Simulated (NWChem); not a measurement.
System: HfH2F2; SMILES [F][HfH2][F]

Here is an NWChem input.

```
start job
memory heap 200 mb stack 900 mb global 1100 mb
geometry units angstroms noautoz
  Hf     0.000000     0.000000    -0.033797
  F      1.601692     0.000000     0.981327
  F     -1.601692     0.000000     0.981327
  H      0.000000    -1.491497    -1.116515
  H      0.000000     1.491497    -1.116515
end
basis spherical
  Hf library def2-svp
  F library def2-svp
  H library def2-svp
end
ecp
  Hf library def2-ecp
end
dft
  xc xwpbe 0.80 cpbe96 1.0 hfexch 1.00
  cam 0.2 cam_alpha 0.2 cam_beta 0.8
  iterations 150
end
tddft
  cis
  nroots 8
  notriplet
end
task tddft energy
```

Geometry: optimised at PBE0/def2-SVP. def2 effective core potentials on Hf; no spin-orbit coupling.

Vertical excitations in the gas phase.

Problem. Predict the main results of this run. (LRC-wPBEh/def2-SVP with def2 effective core potentials on Hf, TDA.) Quantities: lowest excitation, singlet (eV); oscillator strength of that lowest state; lowest state with f > 0.02, singlet (eV); oscillator strength of that bright state; orbital gap (eV).

Solution. 
```
Quantity                                  Value
----------------------------------------  -----
lowest excitation, singlet (eV)            4.80
oscillator strength of that lowest state  0.000
lowest state with f > 0.02, singlet (eV)   6.00
oscillator strength of that bright state  0.051
orbital gap (eV)                          10.26
```
